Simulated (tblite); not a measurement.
Start geometry of `COP(=O)(OC)O[SiH3]` from a force field or distance geometry (Å):
```
atom  x, y, z in Å
C1    -1.9841   -1.6040    0.0797
O2    -0.7792   -1.1695    0.6447
P3     0.0119    0.0121   -0.1041
O4     0.1851   -0.1645   -1.5906
O5    -0.9095    1.2949    0.2711
C6    -0.5281    2.5317   -0.3050
O7     1.3198    0.2749    0.7683
Si8    2.4571   -0.8849    0.4857
H9    -1.8060   -2.0354   -0.9065
H10   -2.4382   -2.3678    0.7281
H11   -2.6933   -0.7652   -0.0030
H12   -0.6219    2.4894   -1.3890
H13   -1.1879    3.3161    0.0911
H14    0.5115    2.7725   -0.0301
H15    3.1917   -0.5617   -0.7571
H16    3.4237   -0.8944    1.6112
H17    1.8403   -2.2323    0.3954
```

Question: What comes out of this run: tblite 0.8.0, GFN2-xTB geometry optimisation, gas phase?

Answer: 
```
atom  x, y, z in Å
C1    -1.9805   -1.5384   -0.0309
O2    -0.7667   -1.1096    0.5640
P3     0.0054    0.0870   -0.1495
O4     0.0291    0.0568   -1.6105
O5    -0.6870    1.3849    0.4749
C6    -0.5905    2.6068   -0.2359
O7     1.4012    0.0263    0.5672
Si8    2.5651   -1.1301    0.5326
H9    -1.9098   -1.4729   -1.1183
H10   -2.1356   -2.5728    0.2747
H11   -2.8114   -0.9222    0.3171
H12   -0.4887    2.4118   -1.3048
H13   -1.5057    3.1660   -0.0410
H14    0.2721    3.1767    0.1137
H15    2.9396   -1.4321   -0.8481
H16    3.5871   -0.3981    1.2741
H17    2.0694   -2.3280    1.2106
```

The energy falls by 38.3 kJ/mol over 142 L-BFGS steps, the largest force on an atom goes from 2.56 to 0.009 eV/Å, and the atoms move by 0.461 Å rms after alignment. The bond that changes most is P3=O4 (phosphoryl phosphorus to phosphoryl oxygen), which shortens by 0.045 Å. Bonds longer at the end by more than 0.005 Å: 1 of 16; shorter: 12. Among the angles that change most is P3–O7–Si8, from 110.9° to 130.4°. Among the dihedrals that turn most is P3–O5–C6–H13, from -176° to 148°. Rotational constants go from 1856, 1291, 943.5 to 1918, 1185, 891.8 MHz. The orientation of the end geometry is arbitrary; only internal coordinates are fixed.

The run took 0.82 s of wall time on Arm Neoverse V2, one thread, shared host.

Its GFN2-xTB frequencies are all real (lowest 29 cm⁻¹). The numbers are those of one conformer.

All values are computed, not measured.
